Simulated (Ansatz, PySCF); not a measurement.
Isomers of CH3NO: 1 is NC=O, 2 is N(O)=C; one conformer of each (the lowest of an xTB search), B3LYP-D3(BJ)/def2-TZVP minima.
Isomer 1 (charge 0, multiplicity 1, Z-matrix in Å and degrees):
```
C
O 1 1.2093
N 1 1.3564 2 124.95
H 3 1.0045 1 121.30 2 -179.99
H 3 1.0072 4 119.31 1 -179.97
H 1 1.1056 2 122.74 3 -180.00
```
Isomer 2 (charge 0, multiplicity 1):
```xyz
6

C     -0.874     0.087     0.063
N      0.197    -0.586     0.091
O      1.317     0.213    -0.158
H     -1.792    -0.455     0.246
H     -0.893     1.157    -0.133
H      2.047    -0.415    -0.107
```

No zero-point or thermal terms.

Frozen-core correlation. CBS(a, b) extrapolates the correlation energy as X⁻³ and adds the Hartree–Fock energy of set b. Rows in 6-31G* carry no dispersion term and start afresh at each structure (6-31G* with six Cartesian d functions). MP2/6-31G* freezes PySCF's default core.

Programs: Ansatz (a program for electronic structure) with Gaussian orbitals; PySCF for 6-31G* rows, the dispersion terms. Values without a source in brackets are computed.

```json
[
 {"level": "HF/cc-pVDZ", "electronic energy of isomer 2 less that of isomer 1 (eV)": "2.410"},
 {"level": "PBE-D4/def2-TZVPP", "electronic energy of isomer 2 less that of isomer 1 (eV)": "2.189"},
 {"level": "CAM-B3LYP-D3(BJ)/def2-TZVPP", "electronic energy of isomer 2 less that of isomer 1 (eV)": "2.287"},
 {"level": "B2PLYP-D3(BJ)/def2-TZVPP", "electronic energy of isomer 2 less that of isomer 1 (eV)": "2.284"},
 {"level": "B2PLYP-D4/def2-TZVPP", "electronic energy of isomer 2 less that of isomer 1 (eV)": "2.282"},
 {"level": "MP2/6-31G*", "electronic energy of isomer 2 less that of isomer 1 (eV)": "2.298"},
 {"level": "CCSD(T)/cc-pVDZ", "electronic energy of isomer 2 less that of isomer 1 (eV)": "?"},
 {"level": "CCSD(T)/cc-pVQZ", "electronic energy of isomer 2 less that of isomer 1 (eV)": "2.189"},
 {"level": "CCSD(T)/CBS(cc-pVTZ, cc-pVQZ)", "electronic energy of isomer 2 less that of isomer 1 (eV)": "2.202"}
]
```

Fill in the missing entries.


- CCSD(T)/cc-pVDZ, electronic energy of isomer 2 less that of isomer 1 (eV): 2.085
